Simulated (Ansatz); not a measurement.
Start from `C[SiH]1[SiH2]B1[SiH3]` and change one atom or group to get `C[SiH]1[SiH2]B1N`.

Ansatz, PBE0-D4/def2-TZVP geometries, multiplicity 1. Each molecule was computed in one conformer, which needn't be the lowest.

```json
{"property": "LUMO energy (ωB97M-V/def2-TZVPP) / eV", "`C[SiH]1[SiH2]B1[SiH3]`": "-0.05"}
{"property": "LUMO energy (PBE0/def2-TZVPP) / eV", "`C[SiH]1[SiH2]B1[SiH3]`": "-1.78"}
{"property": "LUMO energy (B3LYP/def2-TZVPP) / eV", "`C[SiH]1[SiH2]B1[SiH3]`": "-1.93"}
{"property": "size of the dipole moment (ωB97M-V/def2-TZVPP) / D", "`C[SiH]1[SiH2]B1[SiH3]`": "3.17"}
{"property": "HOMO–LUMO gap (PBE/def2-TZVPP) / eV", "`C[SiH]1[SiH2]B1[SiH3]`": "3.15"}
{"property": "HOMO–LUMO gap (B3LYP/def2-TZVPP) / eV", "`C[SiH]1[SiH2]B1[SiH3]`": "4.36"}
```

Question: Give the same properties after the change, and the shifts. (Best estimate.)

Answer: Computed: 
| property | `C[SiH]1[SiH2]B1N` | shift |
| --- | --- | --- |
| LUMO energy (ωB97M-V/def2-TZVPP) / eV | 0.66 | 0.71 |
| LUMO energy (PBE0/def2-TZVPP) / eV | -1.30 | 0.48 |
| LUMO energy (B3LYP/def2-TZVPP) / eV | -1.41 | 0.52 |
| size of the dipole moment (ωB97M-V/def2-TZVPP) / D | 2.68 | -0.49 |
| HOMO–LUMO gap (PBE/def2-TZVPP) / eV | 2.98 | -0.17 |
| HOMO–LUMO gap (B3LYP/def2-TZVPP) / eV | 4.55 | 0.19 |

With PBE0 the HOMO rises by 0.35 eV and the LUMO rises by 0.48 eV, so the gap widens by about 0.13 eV. PBE moves the HOMO by 0.56 eV and ωB97M-V by 0.24 eV. Dipoles are sizes alone; their direction can turn.

B3LYP here is the variant with VWN-RPA as its local correlation; programs differ in this.
